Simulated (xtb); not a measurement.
F3In, charge -1, doublet, geometry from GFN2-xTB (such geometries of metal compounds can be far from the true shape) (a state made from the parent by changing its charge; the spin is typed, not shown lowest), atoms displaced at random by about 0.1 Å a coordinate; GFN1-xTB (xtb).

Input for xtb:
```
$ xtb mol.xyz --gfn 1 --chrg -1 --uhf 1 --opt --input xcontrol --json

# file mol.xyz
4

In     0.13845638     0.03130561    -0.07449317
F     -1.87124254    -1.38142391    -0.08507590
F      0.09340583     2.18904200    -0.81573645
F      2.18131077    -0.90192999     0.77307010

# file xcontrol
$opt
  engine=inertial
$end
```

Output, abridged:

```
   ID    Z sym.   atoms
    1   49 In     1
    2    9 F      2-4

           -------------------------------------------------
          |                Calculation Setup                |
           -------------------------------------------------

molecular fragmentation (1/2 indicates fragments):
1112
# atoms in fragment 1/2:     3     1
 fragment masses (1/2) :      152.81       19.00
CMA distance (Bohr)    :   5.078
constraining FC (au)   :  0.0500

           -------------------------------------------------
          |                 G F N 1 - x T B                 |
           -------------------------------------------------

          ...................................................
          :                      SETUP                      :
          :.................................................:
          :  # basis functions                  22          :
          :  # atomic orbitals                  21          :
          :  # shells                            9          :
          :  # electrons                        25          :
          :  # halogen bonds                     0          :
          :  max. iterations                   250          :
          :  Hamiltonian                  GFN1-xTB          :
          :  restarted?                      false          :
          :  GBSA solvation                  false          :
          :  PC potential                    false          :
          :  electronic temp.          300.0000000     K    :
          :  accuracy                    1.0000000          :
          :  -> integral cutoff          0.2500000E+02      :
          :  -> integral neglect         0.1000000E-07      :
          :  -> SCF convergence          0.1000000E-05 Eh   :
          :  -> wf. convergence          0.2000000E-04 e    :
          :  Broyden damping             0.4000000          :
          :  net charge                         -1          :
          :  unpaired electrons                  1          :
          ...................................................

 iter      E             dE          RMSdq      gap      omega  full diag
   1    -17.2642159 -0.172642E+02  0.329E+00    6.90       0.0  T
   2    -17.2647174 -0.501457E-03  0.206E+00    7.20       1.0  T
   3    -17.2368748  0.278425E-01  0.186E+00    7.31       1.0  T
   4    -17.2650637 -0.281888E-01  0.228E-01    7.40       1.0  T
   5    -17.2649567  0.106995E-03  0.239E-01    7.34       1.0  T
   6    -17.2654138 -0.457112E-03  0.820E-03    7.33       6.1  T
   7    -17.2654141 -0.306469E-06  0.339E-03    7.32      14.7  T
   8    -17.2654141 -0.392353E-07  0.106E-03    7.32      47.4  T
   9    -17.2654141 -0.740541E-08  0.467E-05    7.32    1069.6  T
  10    -17.2654141 -0.147864E-10  0.215E-06    7.32   23238.0  T

   *** convergence criteria satisfied after 10 iterations ***

         :::::::::::::::::::::::::::::::::::::::::::::::::::::
         ::                     SUMMARY                     ::
         :::::::::::::::::::::::::::::::::::::::::::::::::::::
         :: total energy             -17.265771029543 Eh    ::
         :: gradient norm              0.017607540412 Eh/a0 ::
         :: HOMO-LUMO gap              7.324386260183 eV    ::
         ::.................................................::
         :: SCC energy               -17.265414146663 Eh    ::
         :: -> electrostatic           0.221443380287 Eh    ::
         :: repulsion energy           0.000184671925 Eh    ::
         :: dispersion energy         -0.000541554805 Eh    ::
         :: halogen bond corr.         0.000000000000 Eh    ::
         :: add. restraining           0.000000000000 Eh    ::
         :: total charge              -0.999999999338 e     ::
         :::::::::::::::::::::::::::::::::::::::::::::::::::::

      -----------------------------------------------------------
     |              Fast Inertial Relaxation Engine              |
[...]
 * total energy  :   -17.2688127 Eh     change    :  -0.8860215E-05 Eh
 * total energy  :   -17.2688225 Eh     change    :  -0.9838229E-05 Eh
 * total energy  :   -17.2688331 Eh     change    :  -0.1057112E-04 Eh
 * total energy  :   -17.2688441 Eh     change    :  -0.1104006E-04 Eh
 * total energy  :   -17.2688553 Eh     change    :  -0.1123270E-04 Eh
 * total energy  :   -17.2688676 Eh     change    :  -0.1228670E-04 Eh
 * total energy  :   -17.2688806 Eh     change    :  -0.1297795E-04 Eh
 * total energy  :   -17.2688937 Eh     change    :  -0.1304491E-04 Eh
 * total energy  :   -17.2689058 Eh     change    :  -0.1215363E-04 Eh
 * total energy  :   -17.2689157 Eh     change    :  -0.9920023E-05 Eh
 * total energy  :   -17.2689217 Eh     change    :  -0.5982220E-05 Eh
 * total energy  :   -17.2689220 Eh     change    :  -0.3055072E-06 Eh
   *** GEOMETRY OPTIMIZATION CONVERGED AFTER 32 CYCLES ***
         :: total energy             -17.268922014197 Eh    ::
[...]
         :: -> electrostatic           0.219939977246 Eh    ::
         :: repulsion energy           0.000360587127 Eh    ::
         :: dispersion energy         -0.000517107314 Eh    ::
         :: halogen bond corr.         0.000000000000 Eh    ::
         :: add. restraining           0.000000000000 Eh    ::
         :: total charge              -0.999999999937 e     ::
         :::::::::::::::::::::::::::::::::::::::::::::::::::::

           -------------------------------------------------
          |                Property Printout                |
           -------------------------------------------------

    * Orbital Energies and Occupations

         #    Occupation            Energy/Eh            Energy/eV
      -------------------------------------------------------------
         1        2.0000           -0.5685066             -15.4699
         2        2.0000           -0.5672591             -15.4359
         3        2.0000           -0.5668488             -15.4247
         4        2.0000           -0.4494503             -12.2302
         5        2.0000           -0.2931041              -7.9758
         6        2.0000           -0.2930280              -7.9737
         7        2.0000           -0.2853803              -7.7656
         8        2.0000           -0.2803095              -7.6276
         9        2.0000           -0.2800555              -7.6207
        10        2.0000           -0.2795766              -7.6077
        11        2.0000           -0.2793569              -7.6017
        12        2.0000           -0.2789351              -7.5902
        13        1.0000           -0.2332991              -6.3484 (HOMO)
        14                          0.0266799               0.7260 (LUMO)
        15                          0.0269475               0.7333
        16                          0.0342491               0.9320
        17                          0.0444230               1.2088
        18                          0.0448340               1.2200
        19                          0.0542323               1.4757
        20                          0.2512185               6.8360
        21                          0.2556845               6.9575
      -------------------------------------------------------------
                  HL-Gap            0.2599790 Eh            7.0744 eV
             Fermi-level           -0.1794955 Eh           -4.8843 eV

  Mulliken/CM5 charges         n(s)   n(p)   n(d)
     1In    0.38968  0.43161   1.885  0.587  0.138
     2F    -0.46486 -0.47855   1.898  5.566  0.000
     3F    -0.46218 -0.47637   1.896  5.566  0.000
     4F    -0.46264 -0.47669   1.896  5.566  0.000

Wiberg/Mayer (AO) data.
largest (>0.10) Wiberg bond orders for each atom

 ---------------------------------------------------------------------------
     #   Z sym  total        # sym  WBO       # sym  WBO       # sym  WBO
 ---------------------------------------------------------------------------
     1  49 In   1.511 --     3 F    0.507     4 F    0.505     2 F    0.499
     2   9 F    0.815 --     1 In   0.499     4 F    0.158     3 F    0.158
     3   9 F    0.822 --     1 In   0.507     2 F    0.158     4 F    0.157
     4   9 F    0.821 --     1 In   0.505     2 F    0.158     3 F    0.157
 ---------------------------------------------------------------------------

Topologies differ in total number of bonds
Writing topology from bond orders to xtbtopo.mol

 dipole moment from electron density (au)
     X       Y       Z
  -0.2664   0.0223   0.0803  total (Debye):    0.710

optimized geometry written to: xtbopt.xyz

           -------------------------------------------------
          | TOTAL ENERGY              -17.268922014197 Eh   |
          | GRADIENT NORM               0.000603154471 Eh/α |
          | HOMO-LUMO GAP               7.074389939076 eV   |
           -------------------------------------------------

normal termination of xtb
```
